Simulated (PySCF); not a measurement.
Molecular orbitals of CaI

UHF at R = 2.833 Å; PySCF, scalar-relativistic core potentials, basis sets Ca def2-TZVPP, I def2-TZVPP with ECP28. State: ²Σ⁺ (doublet), unpaired electrons σ ↑. Only the outer orbitals are listed, counted within each symmetry, core potentials removing the inner ones.

| spin | orbital | occ. | ε (eV) | on Ca (%) | main shells (%) |
| --- | --- | --- | --- | --- | --- |
| α | 8σ | 1 | -37.23 | 99 | 100 Ca p |
| α | 4π | 1 | -37.21 | 100 | 100 Ca p |
| α | 4π | 1 | -37.21 | 100 | 100 Ca p |
| α | 9σ | 1 | -22.73 | 2 | 97 I s |
| α | 10σ | 1 | -10.27 | 10 | 89 I p |
| α | 5π | 1 | -9.33 | 4 | 96 I p |
| α | 5π | 1 | -9.33 | 4 | 96 I p |
| α | 11σ | 1 | -6.10 | 97 | 74 Ca s, 23 Ca p |
| α | 6π | 0 | 0.22 | 101 | 95 Ca p |
| α | 6π | 0 | 0.22 | 101 | 95 Ca p |
| α | 12σ | 0 | 1.04 | 99 | 58 Ca p, 33 Ca d |
| β | 4π | 1 | -37.15 | 100 | 100 Ca p |
| β | 4π | 1 | -37.15 | 100 | 100 Ca p |
| β | 8σ | 1 | -37.03 | 99 | 99 Ca p |
| β | 9σ | 1 | -22.67 | 3 | 97 I s |
| β | 10σ | 1 | -10.08 | 9 | 90 I p |
| β | 5π | 1 | -9.33 | 4 | 96 I p |
| β | 5π | 1 | -9.33 | 4 | 96 I p |
| β | 11σ | 0 | -0.09 | 100 | 89 Ca s, 8 Ca p |
| β | 6π | 0 | 1.05 | 102 | 102 Ca p |
| β | 6π | 0 | 1.05 | 102 | 102 Ca p |

Task: Which are the highest filled and the lowest empty level, where do they sit, and how wide is the gap?

Result: Highest filled α 11σ at -6.10 eV (in %: 74 Ca s, 23 Ca p); lowest empty β 11σ at -0.09 eV (in %: 89 Ca s, 8 Ca p); the gap at UHF is 6.01 eV.

```
bond order (Mayer)                              : 0.64
⟨S²⟩                                            : 0.751
charge on Ca (Mulliken, basis-dependent)        : 0.65
charge on Ca (Löwdin, basis-dependent)          : 0.18
dipole moment (positive dipole means Ca(−)I(+)) : -4.22 D
polarisability along the bond                   : 143.6 bohr³
polarisability across the bond                  : 174.0 bohr³
```

Shares are Mulliken populations and can fall outside 0 to 100 %.

Spin–orbit coupling is left out. The state is the lowest determinant that a PBE0 search found; another state may lie lower at other levels.
